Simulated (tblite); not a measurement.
Cl3Ga, triplet, at a GFN2-xTB geometry (such geometries of metal compounds can be far from the true shape) (a higher spin typed on purpose: for a closed-shell molecule this is an excited state); IPEA1-xTB in tblite.

tblite was given this input:
```
$ tblite run mol.xyz --method ipea1 --charge 0 --spin 2 --json tblite.json --no-restart

# file mol.xyz
4

Ga    -0.45767992     0.06399269     0.53548351
Cl    -1.71403785    -1.30659704    -0.58862602
Cl     0.69151346     1.64016877    -0.81695315
Cl     1.85711718    -0.45026428     0.42910924
```

Task: Predict the main parts of the log of this tblite run.

Result: 
```
xTB calculator
 | screened Coulomb repulsion
 | Coulomb electrostatics
 |  * isotropic Klopman-Ohno-Mataga-Nishimoto electrostatics
 |  * onsite third-order electrostatics
 | DFT-D3(BJ) dispersion correction

halogen bonding energy    0.0000000000000E+00 Eh
repulsion energy          1.2622705575953E-02 Eh
dispersion energy        -1.7901278584881E-03 Eh
number of electrons       2.4000000000000E+01 e
integral cutoff           4.0000000000000E+01 bohr

------------------------------------------------------------
  cycle        total energy    energy error   density error
------------------------------------------------------------
      1     -14.56178138414  -1.4572614E+01   2.6907521E-01
      2     -14.57926244709  -1.7481063E-02   1.3162282E-01
      3     -14.57938724427  -1.2479718E-04   5.3369203E-02
      4     -14.57959618546  -2.0894119E-04   2.6535613E-03
      5     -14.57960027575  -4.0902836E-06   9.9951638E-04
      6     -14.57960035644  -8.0696038E-08   2.7483033E-04
      7     -14.57960048699  -1.3054375E-07   1.3601005E-05
------------------------------------------------------------

electronic energy        -1.4590433064703E+01 Eh
total energy             -1.4579600486986E+01 Eh

Post processing:
 | Mayer-Wiberg bond orders

[Info] JSON dump of results written to 'tblite.json'
```
